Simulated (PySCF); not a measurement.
B(H)(NHMe)2 (C2H9BN2), SMILES CNBNC.

Geometry optimised at PBE0-D3(BJ)/def2-SVP. This is a generated structure with no PubChem entry under its InChIKey; it may be hypothetical. One conformer was computed; it need not be the lowest.

These are PySCF with PBE/def2-TZVP values and carry that method's errors.

Gas-phase values at a fixed geometry.

Computed frontier levels, gap, dipole moment and polarisability:
```
Item                                                                                                           Result
---------------------------------------------------------------------------------------------  ----------------------
highest occupied level                                                                                       -4.95 eV
lowest empty level                                                                                            0.28 eV
orbital gap                                                                                                   5.23 eV
dipole moment                                                                                                  1.32 D
quadrupole, principal values (traceless, Buckingham form, about the centre of nuclear charge)  -4.78, -1.13, 5.91 D·Å
mean static polarisability                                                                       59.8 bohr³ (8.86 Å³)
polarisability, principal values                                                               46.4, 56.8, 76.2 bohr³
```
